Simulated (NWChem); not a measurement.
**Polarisability of GeS**

```xyz
2

Ge     0.0000     0.0000     0.6727
S      0.0000     0.0000    -1.3454
```
Charge 0, spin multiplicity 1.

All runs are NWChem calculations. The geometry was optimised at PBE0/def2-SVP, a minimum by its harmonic frequencies.

Basis set: def2-SVPD. Static limit.

The Hamiltonian is non-relativistic. The correlated methods keep 14 core orbitals frozen. B3LYP has NWChem's definition, with VWN1-RPA local correlation. The structure started from a generated list of species. Coupled-cluster values serve here as a point of comparison, not as the truth.

```json
[
 {"method": "HF", "isotropic polarisability (bohr³)": "51.28"},
 {"method": "PBE0", "isotropic polarisability (bohr³)": "51.70"},
 {"method": "B3LYP", "isotropic polarisability (bohr³)": "52.11"},
 {"method": "PBE", "isotropic polarisability (bohr³)": "…"},
 {"method": "CCSD linear response", "isotropic polarisability (bohr³)": "…"}
]
```

### Question
Some entries are withheld; supply them.

### Answer

- PBE, isotropic polarisability (bohr³): 52.65
- CCSD linear response, isotropic polarisability (bohr³): 53.82
